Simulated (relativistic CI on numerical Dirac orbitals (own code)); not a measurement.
# Ligand-field terms of d6

Computed with a parametric ligand-field model of a d^n configuration (Racah B and C, spin-orbit zeta, crystal field), exact diagonalisation.

Field parameters in Wybourne normalisation: D3d B²₀ = −7Dσ, B⁴₀ = −14Dq − 21Dτ, B⁴₃ = −14√(10/7) Dq; D4h B²₀ = −7Ds, B⁴₀ = 21(Dq − Dt), B⁴₄ = 21√(5/14) Dq; Oh B⁴₀ = 21Dq, B⁴₄ = √(5/14) B⁴₀. The field is a parameter set, without covalency.

Problem. Ground term and bands for B = 510, C = 2100, ζ = 0 cm⁻¹, Oh, 10Dq = 31850 cm⁻¹?

Solution. Ground term 1A1 with 0.02 electrons in the two orbitals of the cubic e set. Spin-allowed: 1T1 30242 cm⁻¹ (331 nm), 1T2 37673 cm⁻¹ (265 nm), 1T2 61385 cm⁻¹ (163 nm), 1E 61711 cm⁻¹ (162 nm). Lowest spin-forbidden: 3T1 25830 cm⁻¹ (387 nm), 3T2 29535 cm⁻¹ (339 nm), 5T2 45075 cm⁻¹ (222 nm).

Problem. Ground term and bands for B = 490, C = 1890, ζ = 0 cm⁻¹, D4h, 10Dq = 16250, Ds = -910, Dt = 380 cm⁻¹?

Solution. Ground term 1A1 with 0.04 electrons in the two orbitals of the cubic e set. Spin-allowed: 1E 11661 cm⁻¹ (858 nm), 1A2 15039 cm⁻¹ (665 nm), 1E 17540 cm⁻¹ (570 nm), 1B2 21335 cm⁻¹ (469 nm). Lowest spin-forbidden: 3E 7481 cm⁻¹ (1337 nm), 5B2 8487 cm⁻¹ (1178 nm), 3E 10254 cm⁻¹ (975 nm).

Problem. A d6 ion in Oh symmetry has the ground term 1A1 and bands at 3T1 11979 cm⁻¹ (835 nm), 5T2 14704 cm⁻¹ (680 nm), 3T2 16396 cm⁻¹ (610 nm), 1T1 18605 cm⁻¹ (537 nm), 1T2 27566 cm⁻¹ (363 nm), 1T2 38579 cm⁻¹ (259 nm), 1E 38850 cm⁻¹ (257 nm). Which parameters reproduce them?

Solution. B = 700, C = 3080, ζ = 0 cm⁻¹, Oh, 10Dq = 20550 cm⁻¹.

Problem. Ground term and bands for B = 770, C = 3350, ζ = 0 cm⁻¹, D3d, 10Dq = 18250, Dσ = -1200, Dτ = 0 cm⁻¹?

Solution. Ground term 1A1 with 0.07 electrons in the two orbitals of the cubic e set. Spin-allowed: 1E 15686 cm⁻¹ (638 nm), 1A2 17407 cm⁻¹ (574 nm), 1A1 25374 cm⁻¹ (394 nm), 1E 25911 cm⁻¹ (386 nm). Lowest spin-forbidden: 5E 6968 cm⁻¹ (1435 nm), 3E 8381 cm⁻¹ (1193 nm), 3A2 10082 cm⁻¹ (992 nm).

Problem. Ground term and bands for B = 520, C = 2420, ζ = 0 cm⁻¹, D3d, 10Dq = 24850, Dσ = -1200, Dτ = -360 cm⁻¹?

Solution. Ground term 1A1 with 0.03 electrons in the two orbitals of the cubic e set. Spin-allowed: 1E 19859 cm⁻¹ (504 nm), 1A2 23697 cm⁻¹ (422 nm), 1E 29162 cm⁻¹ (343 nm), 1A1 30580 cm⁻¹ (327 nm). Lowest spin-forbidden: 3E 14253 cm⁻¹ (702 nm), 3A2 18563 cm⁻¹ (539 nm), 3E 20831 cm⁻¹ (480 nm).
